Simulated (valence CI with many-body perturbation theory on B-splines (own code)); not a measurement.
Pt⁴⁷⁺: calculated level list

Level of theory: valence CI with perturbative core correlation (CI+MBPT): three valence electrons over a frozen Dirac-Fock core [Ar] 3d10, radial functions for each j: 9 s, 9 p, 8 d, 6 f, 3 g, 1 h, with the one-electron correlation potential Σ1 (screened to all orders), the two-electron term Σ2, the three-electron term Σ3, Breit, model QED; selected single and double excitations, second order for the rest, scaled by the run's own slope (own B-spline code, finite nucleus).

No measured spectrum was set against this ion. As an estimate, large intervals hold to a few tenths of a per cent, small ones and those within an open d or f shell to about a per cent.

Levels 1 to 35 of 35, with energies above the lowest level, (4s^2 4p1/2) J=1/2. "Leading %" is the weight of the configuration and term that name the level; weights of strongly mixed levels are sums over their largest components and can fall short, so below about 35 % the name and the second component can differ from the true leading terms, or belong to a minority configuration. In the jj column 3d3/2^4 stands for four electrons in 3d with j = 3/2. Lifetimes count E1, E2, E3, M1 and M2 decay at the calculated energies, and are blank where another channel may lead or the interval is too uncertain; long ones can be off by a factor of two.

```tsv
No.	Configuration	Term	J	E (eV)	Leading %	g	Lifetime	Leading jj
1	4s2 4p	2P°	1/2	0.00	100	0.658		4s^2 4p1/2 (100 %)
2	4s 4p2	4P	1/2	107.22	55	2.158	26.9 ps	4s 4p1/2^2 (98 %)
3	4s2 4p	2P°	3/2	130.10	99	1.328	80.2 ns	4s^2 4p3/2 (99 %)
4	4s 4p2	4P	3/2	222.77	90	1.651	129 ps	4s 4p1/2 4p3/2 (99 %)
5	4s 4p2	2D	5/2	231.93	60	1.352	59.8 ps	4s 4p1/2 4p3/2 (98 %)
6	4s 4p2	2D	3/2	244.75	62	0.985	1.74 ps	4s 4p1/2 4p3/2 (95 %)
7	4s 4p2	2P	1/2	247.17	70	1.249	942 fs	4s 4p1/2 4p3/2 (98 %)
8	4s2 4d	2D	3/2	305.51	94	0.813	582 fs	4s^2 4d3/2 (94 %)
9	4s2 4d	2D	5/2	329.85	90	1.229	3.40 ps	4s^2 4d5/2 (90 %)
10	4p3	2P°	3/2	351.92	46	1.322	2.05 ps	4p1/2^2 4p3/2 (94 %)
11	4s 4p2	4P	5/2	360.97	52	1.403	2.13 ps	4s 4p3/2^2 (90 %)
12	4s 4p2	2S	1/2	377.16	68	1.912	1.36 ps	4s 4p3/2^2 (99 %)
13	4s 4p2	2P	3/2	380.89	62	1.196	650 fs	4s 4p3/2^2 (98 %)
14	4s 4p 4d	4F°	3/2	389.90	79	0.502	13.8 ps	4s 4p1/2 4d3/2 (98 %)
15	4s 4p 4d	4F°	5/2	397.87	47	1.036	22.8 ps	4s 4p1/2 4d3/2 (96 %)
16	4s 4p 4d	4D°	1/2	411.94	59	0.399	565 fs	4s 4p1/2 4d3/2 (98 %)
17	4s 4p 4d	4D°	3/2	413.46	36	1.292	542 fs	4s 4p1/2 4d3/2 (91 %)
18	4s 4p 4d	4P°	5/2	426.10	39	1.359	2.43 ps	4s 4p1/2 4d5/2 (98 %)
19	4s 4p 4d	4F°	7/2	432.06	46	1.246	3.24 ps	4s 4p1/2 4d5/2 (97 %)
20	4s 4p 4d	2F°	5/2	438.26	48	1.053	2.92 ps	4s 4p1/2 4d5/2 (94 %)
21	4s 4p 4d	2D°	3/2	439.55	41	1.133	1.81 ps	4s 4p1/2 4d5/2 (84 %)
22	4p3	4S°	3/2	480.45	46	1.393	654 fs	4p1/2 4p3/2^2 (90 %)
23	4p3	2D°	5/2	480.93	88	1.162	1.02 ps	4p1/2 4p3/2^2 (88 %)
24	4p3	2P°	1/2	488.04	94	0.659	959 fs	4p1/2 4p3/2^2 (94 %)
25	4s2 4f	2F°	5/2	511.12	89	0.857	3.73 ps	4s^2 4f5/2 (89 %)
26	4p2 4d	2D	3/2	515.28	39	0.774	6.06 ps	4p1/2^2 4d3/2 (99 %)
27	4s2 4f	2F°	7/2	519.28	84	1.148	3.54 ps	4s^2 4f7/2 (84 %)
28	4s 4p 4d	4D°	3/2	529.10	43	1.318	730 fs	4s 4p3/2 4d3/2 (99 %)
29	4s 4p 4d	4P°	1/2	529.17	86	2.296	801 fs	4s 4p3/2 4d3/2 (99 %)
30	4s 4p 4d	4D°	5/2	529.29	51	1.256	654 fs	4s 4p3/2 4d3/2 (93 %)
31	4s 4p 4d	4D°	7/2	534.34	34	1.266	862 fs	4s 4p3/2 4d3/2 (74 %)
32	4s 4p 4d	2D°	3/2	544.69	64	0.982	510 fs	4s 4p3/2 4d3/2 (81 %)
33	4s 4p 4d	4F°	9/2	545.06	100	1.328	103 ns	4s 4p3/2 4d5/2 (100 %)
34	4p2 4d	2D	5/2	549.14	31	1.192	2.56 ps	4p1/2^2 4d5/2 (96 %)
35	4s 4p 4d	2P°	1/2	553.45	73	0.585	404 fs	4s 4p3/2 4d3/2 (93 %)
```

The ionisation energy to 4s2 1S_0 of the next ion comes out as 2604.1 eV (NIST: 2603 ± 4 eV (theoretical)). All 35 levels together are meant to be complete up to 555.72 eV.
